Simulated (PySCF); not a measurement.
Molecule: `C#Cc1c(Cl)sccc1=O`, C₇H₃ClOS.

Cartesian coordinates in Å; atom numbers follow the order of the lines, from 1:
```xyz
13

C     3.110   -0.666   -0.168
C     1.965   -0.310   -0.108
C     0.604    0.065   -0.033
C     0.277    1.378    0.022
Cl    1.493    2.607    0.004
S    -1.333    2.019    0.118
C    -2.269    0.567    0.124
C    -1.781   -0.677    0.066
C    -0.372   -1.047   -0.017
O    -0.016   -2.211   -0.068
H     4.111   -0.977   -0.220
H    -3.328    0.768    0.183
H    -2.465   -1.514    0.078
```

Frames of a GFN2-xTB Langevin trajectory at 300 K; GIAO PBE0/pcSseg-1 shieldings in PySCF 2.14, gas phase, non-relativistic; equivalent atoms averaged within each frame.

Referencing at the same level of theory: TMS for ¹³C (σ = 186.93 ppm); HCl for ³⁵Cl (σ = 949.78 ppm); ³³S (σ = 503.73 ppm) vs CS2; ¹⁷O (σ = 336.08 ppm) vs H2O. The references are static minima.

Q: How do the shifts (ppm) fluctuate along the trajectory?

A: 
```csv
time (fs),C9,C4,C3,C7,C8,C1,C2,Cl5,S6,O10
250,171.2,162.4,138.8,137.2,130.0,103.3,89.7,318,169,545.3
425,176.7,167.0,125.4,151.9,142.9,97.0,76.6,341,205,591.2
625,178.2,158.8,135.2,144.9,138.8,110.1,82.4,376,172,587.0
800,183.7,156.0,129.5,146.6,148.5,104.1,83.5,332,153,627.4
1000,180.5,166.2,130.1,151.2,126.8,106.9,80.3,332,214,653.4
mean of frames,178.1,162.1,131.8,146.4,137.4,104.3,82.5,340,183,600.9
standard deviation,4.7,4.7,5.2,5.9,9.0,4.9,4.8,22,26,41.3
```

5 frames give an uncertainty of the mean of about the standard deviation over 2.2 at best, since frames this close in time may not be independent; classical motion lacks zero-point vibration, and the reference would need the same averaging.
